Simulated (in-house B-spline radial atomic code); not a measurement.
# How G0W0 and RPA depend on the start: S II (S+)

Configuration [Ne] 3s2 3p3, highest spin. Computed with a B-spline radial code for spherical atoms: all electrons, non-relativistic, point nucleus, each spin shell either full or empty, empty states to l = 9 with an (l + 1/2)⁻⁴ tail; G0W0 by contour deformation at full frequency.

```csv
start,mean-field 3p up (eV),G0W0 (eV),QP weight,RPA correlation (Eh)
Hartree-Fock,-23.468,-23.786,0.955,-0.76547
LDA VWN5,-17.893,-23.168,0.884,-0.88148
PBE,-17.921,-23.150,0.884,-0.87953
PBE0,-19.491,-23.389,0.915,-0.8452
r2SCAN,-18.472,-23.319,0.904,-0.85975
HSE06,-19.070,-23.333,0.909,-0.85077
B3LYP (VWN-RPA),-19.013,-23.312,0.909,-0.85259
SCAN,-18.476,-23.302,0.904,-0.85915
TPSS,-18.116,-23.196,0.890,-0.87134
BHandHLYP,-20.721,?,?,?
CAM-B3LYP,-20.762,-23.504,0.932,-0.83048
LC-wPBE,-22.478,-23.615,0.945,-0.82132
wB97X,-21.890,-23.596,0.943,-0.81858
PBEsol,-17.862,-23.170,0.884,-0.87995
BLYP,-17.587,-23.083,0.879,-0.88049
r2SCAN0,-19.863,-23.470,0.924,-0.83307
LDA exchange-only,-16.950,?,?,?
```

Task: What G0W0 level, weight and RPA correlation energy follow from the LDA exchange-only start?

Result: G0W0 level -23.158 eV, weight 0.869, RPA correlation -0.88054 hartree.

Task: What G0W0 level, weight and RPA correlation energy follow from the BHandHLYP start?

Result: G0W0 level -23.510 eV, weight 0.933, RPA correlation -0.81623 hartree.

Task: How much of the dependence on the start does G0W0 remove?

Result: The mean-field levels span 6.52 eV and the G0W0 levels 0.703 eV. Against 23.338 eV (NIST, measured) the G0W0 removal energies are off by -0.25 to +0.45 eV, with relativity, Breit and QED terms left out.
